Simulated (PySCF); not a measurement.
**Unknown compound**

The spectra below were simulated for a compound C$_{6}$H$_{8}$N$_{2}$.

¹H NMR (400 MHz, computed): δ 8.13 (d, 1H), 7.40 (m, 1H), 6.46 (m, 1H), 6.13 (d, 1H), 4.44 (br s, 1H), 2.90 (s, 3H).

¹³C{¹H} NMR (computed): δ 155.4 (C), 147.5 (CH), 133.8 (CH), 110.1 (CH), 98.7 (CH), 31.2 (CH3).

All values are calculated (PySCF 2.14): σ from GIAO-KT3/pcSseg-2, PBE0-D3(BJ)/def2-TZVP structure. A single conformation, relativity neglected, equivalent nuclei averaged, in vacuum.

δ = σ(ref) − σ, references computed at the same level: ¹H, ¹³C vs TMS.

**Question.** Which candidate is it?
A. CNc1ccccn1
B. CNc1ccncc1
C. CNc1cccnc1

**Answer.** A. 

- Rings plus π bonds: 4 (1 ring in the answer).
- 6 carbon signals for 6 carbons: no two carbons are equivalent.
- Carbon types of the structure: 1 × C, 4 × CH, 1 × CH3, leaving 1 H on heteroatoms.
- δC 155.4: aromatic carbon bearing nitrogen; an ipso carbon deshielded by its heteroatom.
- δC 147.5: aromatic CH next to a ring nitrogen; the adjacent pyridine-type nitrogen withdraws density from it.
- δC 133.8, 110.1, 98.7: aromatic CH.
- δH 8.13: hydrogen on an aromatic CH next to a ring nitrogen; ring current plus the neighbouring ring nitrogen.
- δH 7.40, 6.46, 6.13: hydrogen on an aromatic CH.

The others: CNc1cccnc1 has carbons computed at 142.1, 136.9, 135.6, 120.9, 110.0, 32.5; CNc1ccncc1 would give 4 carbon signals, not 6.

Exchangeable OH/NH protons stand at their gas-phase positions; hydrogen bonding in a real sample shifts them, mostly to higher δ. Shifts are as computed. Against solution values, carbons near 30 ppm lie about +3 ppm off and those near 130 ppm about -1 ppm. Of 1309 compounds with measured shifts, 239 miss one by over three times the rms of a fit or turn the order of signals round; such compounds aren't used in these exercises. Multiplicities follow the n + 1 count of equivalent neighbours, as no J values were calculated; m marks all less simple cases, F and P coupling included.
